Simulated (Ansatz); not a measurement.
C5H14ClNO2Zr (`C[O][Zr]([Cl])([NH]C(C)C)[O]C`) from Hartree–Fock to CCSD(T)

```xyz
24

C     2.566    1.632    0.415
O     1.198    1.502    0.220
Zr   -0.672    1.154    0.004
Cl   -1.842    2.153    1.844
N    -1.034   -0.842   -0.046
C    -0.612   -1.912    0.842
C     0.209   -2.960    0.103
C     0.167   -1.330    2.010
O    -1.354    1.803   -1.656
C    -1.627    2.513   -2.820
H     3.064    1.914   -0.519
H     2.773    2.404    1.164
H     3.000    0.688    0.764
H    -1.578   -1.207   -0.820
H    -1.505   -2.406    1.253
H     0.486   -3.783    0.767
H    -0.354   -3.378   -0.735
H     1.123   -2.511   -0.295
H     0.454   -2.112    2.715
H     1.084   -0.847    1.659
H    -0.430   -0.594    2.557
H    -2.405    3.261   -2.637
H    -0.731    3.026   -3.185
H    -1.979    1.833   -3.603
```

Total charge 0; spin multiplicity 1. Correlated methods include outer-core shells of Zr, which these sets cover unevenly. Zr takes the def2 core potential. The structure was optimised at the PBE0-D4/def2-TZVP level. It is one conformer, not always the lowest. Frozen core, restricted reference, Ansatz 0.2.0.

```csv
basis,HF (Eh),MP2 corr.,CCSD corr.,(T),CCSD(T) total
def2-SVP,-907.49498,-1.64471,-1.73398,-0.05436,-909.28332
def2-TZVPP,-908.12191,-2.10958,-2.17858,-0.09254,-910.39303
def2-QZVPP,-908.15791,-2.28744,–,–,–
```
